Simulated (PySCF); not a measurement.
S-ethyl ethanethioate (C4H8OS), SMILES CCSC(C)=O. Atoms are numbered in the order given.

```xyz
14

C      2.7774    -0.0453    -0.7165
C      1.2722    -0.2061    -0.8912
S      0.3957     0.2393     0.6560
C     -1.2991    -0.0526     0.1079
C     -2.3245     0.2329     1.1869
O     -1.5669    -0.4372    -1.0147
H      3.0514     0.9999    -0.4681
H      3.1686    -0.7004     0.0879
H      3.2972    -0.3171    -1.6574
H      0.8726     0.4416    -1.6968
H      0.9890    -1.2470    -1.1449
H     -2.2618     1.2922     1.5084
H     -3.3342     0.0224     0.7893
H     -2.1334    -0.3960     2.0796
```

Coordinates come from a PBE-D3(BJ)/def2-SVP optimisation. A frequency run showed that this geometry is not a minimum. Other conformers were not sampled.

Computed with PBE-D3(BJ)/def2-SVP (PySCF).

Frequencies are harmonic and unscaled.

```tsv
mode	ν (cm⁻¹)	IR (km/mol)	moving atoms (share of kinetic energy)
1	76i	1.5	H 93 %
2	35i	0.0	C 43 %, H 38 %, S 15 %
3	117	3.8	C 34 %, H 34 %, O 16 %, S 15 %
4	145	3.9	C 38 %, S 21 %, H 21 %, O 20 %
5	248	0.1	H 89 %
6	305	2.5	C 60 %, H 22 %, O 14 %
7	339	1.3	C 43 %, H 26 %, S 18 %, O 12 %
8	489	0.8	S 39 %, O 37 %, C 19 %
9	511	0.5	C 57 %, H 28 %, O 11 %
10	617	61.7	C 47 %, H 23 %, S 15 %, O 15 %
11	677	4.0	C 49 %, S 32 %, H 17 %
12	746	5.0	H 89 %, C 11 %
13	918	31.2	H 46 %, C 41 %, O 13 %
14	972	1.8	H 58 %, C 41 %
15	973	11.2	H 61 %, C 37 %
16	1006	0.1	H 80 %, C 19 %
17	1054	0.4	C 62 %, H 37 %
18	1105	178.6	C 66 %, H 32 %
19	1199	0.1	H 80 %, C 20 %
20	1234	14.6	H 72 %, C 28 %
21	1306	33.6	H 73 %, C 26 %
22	1346	3.5	H 78 %, C 22 %
23	1384	12.7	H 96 %
24	1390	13.8	H 96 %
25	1397	4.8	H 91 %, C 9 %
26	1414	8.6	H 97 %
27	1426	3.7	H 96 %
28	1757	205.6	C 62 %, O 37 %
29	2976	21.4	H 97 %
30	2983	0.4	H 97 %
31	3005	5.7	H 95 %
32	3056	0.5	H 90 %, C 10 %
33	3067	11.3	H 91 %, C 9 %
34	3073	1.7	H 91 %, C 9 %
35	3075	13.9	H 90 %, C 10 %
36	3109	3.1	H 90 %, C 10 %
```
